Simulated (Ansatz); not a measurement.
Reaction (formal exchange of groups at a C–S bond): `CSCB(N)F` + GeH₄ → `NB(F)[CH2][GeH3]` + CH₃SH

Calculated with Ansatz (gas phase, PBE0-D4/def2-TZVP geometries, no zero-point term in ΔE). CBS: MP2 limit from def2 TZ/QZ plus the TZ coupled-cluster correction, frozen cores. This one scheme is used for every species. DFT in def2-TZVPP. B3LYP here is the variant with VWN-RPA as its local correlation; programs differ in this. For Ge outer-core shells are correlated without core-valence functions, which leaves a few kJ/mol of doubt a bond. Scalar relativity is left out up to krypton. Each species was taken in one conformer, which may not be the lowest.

Q: Is it downhill or uphill in electronic energy at CCSD(T)/CBS, and by how much? (Estimate.)

A: Ansatz gave: Downhill: ΔE = -37.0 kJ/mol.

Q: What do these levels give: r2SCAN-D4, B3LYP-D4, B2PLYP, r2SCAN, MP2/def2-TZVPP, HF/def2-QZVPP? (Estimate.)

A: Ansatz gave: r2SCAN-D4 -32.1, B3LYP-D4 -31.7, B2PLYP -35.4, r2SCAN -32.6, MP2/def2-TZVPP -39.2, HF/def2-QZVPP -37.0 kJ/mol.

Largest T1 diagnostic among the species: 0.012.
